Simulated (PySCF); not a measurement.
# Trend along the alkali metals: MRb molecules

PBE0 with double-zeta basis sets in PySCF, for the lowest determinant that a PBE0 search found; no spin–orbit coupling. De refers to high-spin ground-configuration atoms. A positive dipole means M(−)Rb(+).

```
 M     basis  state (unpaired electrons)  Re (Å)  ωe (cm⁻¹)  De (eV)  μ (D)
Li  def2-SVP      singlet (closed shell)   3.569        185     0.61   3.60
Na  def2-SVP      singlet (closed shell)   3.714        105     0.58   3.28
 K  def2-SVP      singlet (closed shell)   4.156       74.2     0.48   0.54
Cs  def2-SVP      singlet (closed shell)   4.533       48.4     0.43  -1.30
```

**Question.** The row for M = Rb is missing. Estimate Re, ωe and De as the mean of the rows for K and Cs, and compare with the calculation.

**Answer.** The means are 4.345 Å, 61.3 cm⁻¹ and 0.45 eV. PBE0 in def2-SVP gives Rb2 as a singlet (closed shell) with Re = 4.304 Å, ωe = 56.0 cm⁻¹, De = 0.45 eV, so the estimate is off by +4.1 pm, +9 % and +0.01 eV.

Closed-shell solutions of metal pairs were not tested for spin polarisation, which can lower them a little. Weak bonds: CsRb, KRb, Rb2. Basis-set superposition, not corrected here, can be much of De in a small basis, most of all at correlated wavefunction levels. Functionals without a dispersion term scatter widely for such bonds, and LDA overbinds them. Spin–orbit coupling is left out.
